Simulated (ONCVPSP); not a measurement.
## Pseudopotential generation for Si (Z = 14): ONCV, PBE, scalar-relativistic.

The input file (ONCVPSP 4.0.1):

```
# ATOM AND REFERENCE CONFIGURATION
# atsym  z   nc   nv     iexc    psfile
  Si 14.00    3    1        4      upf
#
#   n    l    f
    1    0    2.00
    2    0    2.00
    2    1    6.00
    3    0    2.00
#
# PSEUDOPOTENTIAL AND OPTIMIZATION
# lmax
    1
#
#   l,   rc,      ep,       ncon, nbas, qcut
    0    1.90    0.00    4    7    3.80
    1    1.90    0.20    4    8    4.60
#
# LOCAL POTENTIAL
# lloc, lpopt,  rc(5),   dvloc0
    1    5    1.90    0.00
#
# VANDERBILT-KLEINMAN-BYLANDER PROJECTORs
# l, nproj, debl
    0    2    0.90
    1    0    1.10
#
# MODEL CORE CHARGE
# icmod, fcfact, rcfact
    0    0.00    0.00
#
# LOG DERIVATIVE ANALYSIS
# epsh1, epsh2, depsh
   -3.00    5.00    0.02
#
# OUTPUT GRID
# rlmax, drl
    6.00    0.01
#
# TEST CONFIGURATIONS
# ncnf
    4
# nvcnf
#   n    l    f
    2
    3    0    2.00
    3    1    2.00
#
    2
    3    0    2.00
    3    1    1.00
#
    1
    3    0    1.00
#
    2
    3    0    1.00
    3    1    3.00
#
```

Command:

```bash
oncvpsp.x < Si.dat > Si.out
```

Resulting log (shortened: citation, most of the input echo, consistency checks and plot data are left out):

```
ONCVPSP  (Optimized Norm-Conservinng Vanderbilt PSeudopotential)
scalar-relativistic version 4.0.1

#   n    l    f        energy (Ha)
    1    0    2.00    -6.6436991E+01
    2    0    2.00    -5.9094299E+00
    2    1    6.00    -4.2963563E+00
    3    0    2.00    -1.0486860E+00

Reference configufation results
  iterations    25
  all-electron total energy (Ha)   -2.88964655D+02

Begin loop to  construct optimized pseudo wave functions
and semi-local pseudopoentials for all angular momenta

WARNING wellstate: negative energy specified for n= 4 l=  0
WARNING scattering state with energy  0.25000000
WARNING will be used for the first projector

   Wellstate for l =  0  n =  5
     eigenvalue =   0.2500
     asymptotic potential =   0.7500
     half-point radius =  5.9973

Calculating optimized projector #   1

 for l=   0

    Fraction of norm inside rc  0.520018
    Optimizing pswf for qcut=   3.79 a_B^-1,  ecut=   7.19 Ha
    Residual kinetic energy error=  1.40D-03 Ha

    Energy error per electron        Cutoff
         Ha          eV             Ha
         0.01000     0.27211        5.04
         0.00100     0.02721        7.74
         0.00010     0.00272       27.95
         0.00001     0.00027       34.30

Calculating optimized projector #   2

 for l=   0

    Fraction of norm inside rc  0.076978
    Optimizing pswf for qcut=   3.79 a_B^-1,  ecut=   7.19 Ha
    Residual kinetic energy error=  1.54D-03 Ha

    Energy error per electron        Cutoff
         Ha          eV             Ha
         0.01000     0.27211        4.99
         0.00100     0.02721        7.63
         0.00010     0.00272       16.22
         0.00001     0.00027       30.74

WARNING wellstate: moderately localized bound state found for n= 3 l=  1
WARNING scattering state with energy  0.05000000
WARNING will be used for the first projector

   Wellstate for l =  1  n =  4
     eigenvalue =   0.0500
     asymptotic potential =   0.5500
     half-point radius =  3.8340

Calculating optimized projector #   1

 for l=   1

    Fraction of norm inside rc  0.164917
    Optimizing pswf for qcut=   4.60 a_B^-1,  ecut=  10.60 Ha
    Residual kinetic energy error=  8.08D-05 Ha

    Energy error per electron        Cutoff
         Ha          eV             Ha
         0.01000     0.27211        2.98
         0.00100     0.02721        4.46
         0.00010     0.00272       10.34
         0.00001     0.00027       42.84

Construct Vanderbilt / Kleinmman-Bylander projectors

B matrix Hermiticity error, ll=   0
   1   2   -4.4855E-05

  Orthonormal projector coefficients  2.6113E+00  2.8479E-01

Pseudoatom total energy   -2.871950

Diagnostic tests using Vanderbilt-Kleinman-Bylander pseudopotentials
  1 or more projectors used as specified by nproj input data

   l    rcore       rmatch      e in        delta e   norm test  slope test

   0   1.9105873   1.9685968  -1.0486860  -0.0000029   1.0000315   1.0000482
   0   1.9105873   1.9685968   0.2500000   0.0000002   1.0001179   1.0001179

   1   1.9105873   1.9685968   0.0500000   0.0000006   1.0000007   1.0000007

 Testing for bound ghosts
   n   l    E NL Schr. Eq   E Basis Diag.   E Cutoff

   1   0       -1.048689       -1.048074     51.29

 Testing for highly-localized positive-energy ghosts
       l    <radius>/rc     E Basis Diag.   E Cutoff

Test configuration 0

   n   l     f        eae           eps        diff
   1   0  2.0000  -66.43699071
   2   0  2.0000   -5.90942986
   2   1  6.0000   -4.29635628
   3   0  2.0000   -1.04868596   -1.04868887   -2.91D-06

    Total energies and differences
      AE_ref= -2.88964655D+02  AE_tst= -2.88964655D+02  dif=  0.00D+00
      PS_ref= -2.87195014D+00  PS_tst= -2.87195014D+00  dif= -7.99D-15
      PSP excitation error=  7.99D-15

Test configuration 1

   n   l     f        eae           eps        diff
   1   0  2.0000  -65.63199305
   2   0  2.0000   -5.12654738
   2   1  6.0000   -3.51173570
   3   0  2.0000   -0.39736459   -0.39553606    1.83D-03
   3   1  2.0000   -0.14998149   -0.15229840   -2.32D-03

    Total energies and differences
      AE_ref= -2.88964655D+02  AE_tst= -2.89836820D+02  dif= -8.72D-01
      PS_ref= -2.87195014D+00  PS_tst= -3.75209748D+00  dif= -8.80D-01
      PSP excitation error=  7.98D-03

Test configuration 2

   n   l     f        eae           eps        diff
   1   0  2.0000  -65.98789348
   2   0  2.0000   -5.47570426
   2   1  6.0000   -3.86146401
   3   0  2.0000   -0.69950321   -0.69915640    3.47D-04
   3   1  1.0000   -0.42834919   -0.43251138   -4.16D-03

    Total energies and differences
      AE_ref= -2.88964655D+02  AE_tst= -2.89552380D+02  dif= -5.88D-01
      PS_ref= -2.87195014D+00  PS_tst= -3.46433973D+00  dif= -5.92D-01
      PSP excitation error=  4.66D-03

Test configuration 3

   n   l     f        eae           eps        diff
   1   0  2.0000  -67.01663042
   2   0  2.0000   -6.46352154
   2   1  6.0000   -4.85157200
   3   0  1.0000   -1.45115744   -1.44552473    5.63D-03

    Total energies and differences
      AE_ref= -2.88964655D+02  AE_tst= -2.87716225D+02  dif=  1.25D+00
      PS_ref= -2.87195014D+00  PS_tst= -1.62520185D+00  dif=  1.25D+00
      PSP excitation error=  1.68D-03

Test configuration 4

   n   l     f        eae           eps        diff
   1   0  2.0000  -65.69471830
   2   0  2.0000   -5.18736989
   2   1  6.0000   -3.57216206
   3   0  1.0000   -0.42488424   -0.42260597    2.28D-03
   3   1  3.0000   -0.17157127   -0.17361825   -2.05D-03

    Total energies and differences
      AE_ref= -2.88964655D+02  AE_tst= -2.89586398D+02  dif= -6.22D-01
      PS_ref= -2.87195014D+00  PS_tst= -3.50590601D+00  dif= -6.34D-01
      PSP excitation error=  1.22D-02
```

The run took about 2.3 s on one core of a shared server CPU.
